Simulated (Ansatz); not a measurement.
Computed with Ansatz.

A structure relaxed at PBE0-D4/def2-TZVP, charge 0, multiplicity 2:

```xyz
5

S    -1.288    1.167    0.443
Sn    0.138   -0.363   -0.771
Cl    1.898    0.929   -1.607
Cl    1.047   -1.891    0.761
H    -1.795    0.157    1.174
```

Question: Give its formula and SMILES.

Answer: Cl2HSSn, `[SH][Sn]([Cl])[Cl]`.

Question: Summarise the bond lengths by kind.

Answer: 1 × S–Sn 2.418 Å; 1 × H–S 1.346 Å; 2 × Cl–Sn 2.338 to 2.346 Å.
